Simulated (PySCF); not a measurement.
# Radial density of Ne⁺ (neon, charge +1)

TPSS, [He] 2s2 2p5, 2P determinant. Computed with PySCF 2.14 in def2-SVP (3s2p1d, 14 functions), with no relativity, point nucleus.

| r (bohr) | 4πr²ρ (e/bohr) | 4πr²(ρα − ρβ) |
| --- | --- | --- |
| 0.00267 | 0.04994 | 0.0000 |
| 0.00449 | 0.1393 | 0.0001 |
| 0.00755 | 0.3798 | 0.0003 |
| 0.0127 | 0.9808 | 0.0008 |
| 0.0214 | 2.315 | 0.0018 |
| 0.0359 | 4.928 | 0.0042 |
| 0.0604 | 8.567 | 0.0107 |
| 0.102 | 10.93 | 0.0408 |
| 0.171 | 8.595 | 0.1781 |
| 0.288 | 5.140 | 0.5389 |
| 0.484 | 6.786 | 1.0531 |
| 0.814 | 6.755 | 0.9284 |
| 1.37 | 2.259 | 0.2829 |
| 2.30 | 0.2543 | 0.0327 |
| 3.87 | 0.0004145 | 0.0001 |
